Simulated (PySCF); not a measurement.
Predicted microwave data (PBE0/pcSseg-1 in PySCF (dipole) on a GFN2-xTB geometry, gas phase) for one isomer of C7H10N2O:

| Property | Result |
| --- | --- |
| Rotational constants | A = 2315, B = 1078, C = 784.5 MHz |
| Dipole components | \|μa\| = 2.10 D, \|μb\| = 1.88 D, \|μc\| = 0.00 D |
| Inertial defect | -42.92 u·Å² |
| κ | -0.62 |

Problem. Which structure is it? (One computed conformer of each.)
A. `[CH2:1]=[CH:2][CH2:3][n:4]1[n:5][cH:6][cH:7][c:8]1[O:9][CH3:10]` with C1–C2–C3–N4 -125°, C2–C3–N4–N5 -84°, C7–C8–O9–C10 -2°
B. `[CH3:1][C:2](=[O:3])[c:4]1[cH:5][n:6]([CH3:7])[n:8][c:9]1[CH3:10]` with C1–C2–C4–C5 0°
C. `[CH3:1][O:2][c:3]1[cH:4][cH:5][n:6][n:7]1[CH:8]1[CH2:9][CH2:10]1` with C1–O2–C3–C4 1°, N6–N7–C8–C9 -33°

Solution. C. It is COc1ccnn1C1CC1, an asymmetric top. The candidates at the same level (rigid rotor, commonest isotopes):

| SMILES | A (MHz) | B (MHz) | C (MHz) | μa (D) | μb (D) | μc (D) | Δ (u·Å²) | point group | rotor |
| --- | --- | --- | --- | --- | --- | --- | --- | --- | --- |
| COc1ccnn1C1CC1 | 2315 | 1078 | 784.5 | 2.10 | 1.88 | 0.00 | -42.92 | near Cs | asymmetric top |
| C=CCn1nccc1OC | 1787 | 1176 | 773.2 | 0.91 | 2.86 | 0.10 | -59.05 | C1 | asymmetric top |
| CC(=O)c1cn(C)nc1C | 2256 | 1050 | 726.5 | 3.21 | 3.79 | 0.02 | -9.44 | – | asymmetric top |

`C=CCn1nccc1OC` has A 23 % too low; `CC(=O)c1cn(C)nc1C` has C 7 % too low. No structure here is proved a minimum.
